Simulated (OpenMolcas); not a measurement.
**neutral indium: effect of correlating more closed shells**

```
Program             : OpenMolcas
Basis               : ANO-RCC-VTZP [7s6p4d2f1g]
Scalar Hamiltonian  : DKH2, point nucleus
Active space        : 3 electrons in 4 orbitals (5s 5p)
State averaging     : 2S+1 = 4 odd, 1 root (0 in the spin-orbit step); 2S+1 = 2 odd, 3 roots; 2S+1 = 4 even, 3 roots; 2S+1 = 2 even, 5 roots
Spin-orbit coupling : state interaction with AMFI integrals over the reference wave functions, term energies averaged over their components
```

Methods on the same reference wave functions:
A. CASSCF
B. SS-CASPT2, IPEA 0.25 Eh, imaginary shift 0.1 Eh (closed shells correlated: none)
C. SS-CASPT2, IPEA 0.25 Eh, imaginary shift 0.1 Eh (closed shells correlated: 4d)
D. SS-CASPT2, IPEA 0.25 Eh, imaginary shift 0.1 Eh (closed shells correlated: 4s 4p 4d)

Energies in cm⁻¹ above 5s² 5p ²P°_1/2, the measured ground level; measured values from NIST Handbook of Basic Atomic Spectroscopic Data.

```csv
Level,A,B,C,D,Measured
5s² 5p ²P°_1/2,0.0,0.0,0.0,0.0,0.0
5s² 5p ²P°_3/2,2098,2100,2100,2100,2213
5s 5p² ⁴P_1/2,26870,29550,34170,34730,34978
5s 5p² ⁴P_3/2,27608,30290,34910,35460,36021
5s 5p² ⁴P_5/2,28808,31470,36080,36640,37452
```

Deviations, from unrounded energies. A percentage is the sum of absolute deviations over the sum of measured energies, with the sign that they share, or ± where signs differ.

```
                  Against measurement  Levels      A      B     C     D
       mean absolute deviation (cm-1)       4   6300   4300   850   430
fine structure of the ground term (%)       1   -5.2   -5.2  -5.2  -5.2
             other configurations (%)       3  -23.2  -15.8  -3.0  -1.5
```

D lies closest to measurement on these levels and A furthest from it. The largest miss of D in the table is 5s 5p² ⁴P_5/2, by -810 cm-1. The ranking rests on the paired levels alone, and a cruder setting can come out closer through cancelling errors.

Among B to D the level of the table that moves most is 5s 5p² ⁴P_1/2, by 5200 cm-1 (lowest in B, highest in D). Moves below CASPT2's spread within the term are not significant.

The lowest spin-free term lies below A's lowest term by 0.020 hartree in B, 0.444 hartree in C, 0.680 hartree in D.

What an inner shell adds also hangs on whether the basis holds functions to correlate it.

Some high roots are left out of the spin-orbit mixing, which shifts the levels that they would mix with. Terms of s pⁿ other than that of highest spin mix with s² pⁿ⁻² d, which this space lacks; all of them can be thousands of cm-1 off, and some have no real level of that name. Without dynamic correlation excited terms often stand tens of per cent too high (terms of higher spin than the ground term too low), and those without a measured partner can miss by more than the paired ones (holds for A). Measured partners are found by configuration, term and J. A level has none where our copy of the source lacks it or the pairing is in doubt (some pairs that miss far off the trend of their configuration count as doubtful), and it then counts in no deviation. Only configurations of the active space appear. Levels that lie high or do not pair safely by name in every column are left out.

° marks odd parity.
